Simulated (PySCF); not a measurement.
CH₇FOSi₂, SMILES F[Si@H](O)C[SiH3]. Coordinates come from a PBE0-D3(BJ)/def2-SVP optimisation. The structure was generated by enumeration; whether it is a known compound was not checked. The values are those of a single conformer.

Task: Give the equilibrium geometry at PBE0-D3(BJ)/def2-SVP (PySCF confirms it by a frequency run) as a Z-matrix. (The exact figures need the calculation; the answer reports its results.)

Result: This is not unique; one that fits is 
```
C
H 1 1.1031
H 1 1.1036 2 106.92
Si 1 1.8486 2 108.78 3 117.28
F 4 1.6271 1 110.43 2 -81.42
O 4 1.6531 5 109.10 1 116.90
H 6 0.9611 4 118.65 5 64.64
H 4 1.4880 5 105.38 6 119.99
Si 1 1.8875 2 109.27 3 -117.35
H 9 1.4906 1 110.79 2 165.98
H 9 1.4954 10 109.12 1 -121.55
H 9 1.4958 10 108.74 11 -117.65
```
